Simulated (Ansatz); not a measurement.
Program: Ansatz. Geometries: PBE0-D4/def2-TZVP. ΔE: electronic, gas phase. CBS: MP2 limit from def2 TZ/QZ plus the TZ coupled-cluster correction, frozen cores. This one scheme is used for every species. DFT in def2-TZVPP. One conformer a species, not always the lowest.

Consider the hydrogenolysis of a C–O bond: `OC[SiH](F)CF` + H₂ → `C[SiH](F)CF` + H₂O.

```json
{"level": "r2SCAN-D4", "ΔE (kJ/mol)": "-134.1"}
{"level": "MP2/def2-QZVPP", "ΔE (kJ/mol)": "-145.7"}
{"level": "SCS-MP2/def2-QZVPP", "ΔE (kJ/mol)": "-142.7"}
{"level": "MP2/CBS(def2)", "ΔE (kJ/mol)": "-146.8"}
```

What does CCSD(T)/CBS give? (Estimate.)

Ansatz gave: -142.8 kJ/mol. The listed levels differ from it by 8.7, -2.9, 0.1, -4.0 kJ/mol.

Largest T1 diagnostic among the species: 0.011.

The D4 term adds +5.4 kJ/mol with B3LYP and +2.9 kJ/mol with PBE0; it sums over pairs of atoms, weighted by their polarisabilities, and B3LYP, whose exchange is more repulsive, gets the larger term. In def2-TZVPP, CCSD(T) changes the Hartree–Fock value by +9.6 kJ/mol (the triples alone add +3.5 kJ/mol) and MP2 by +5.6 kJ/mol.

B3LYP here is the variant with VWN-RPA as its local correlation; programs differ in this.
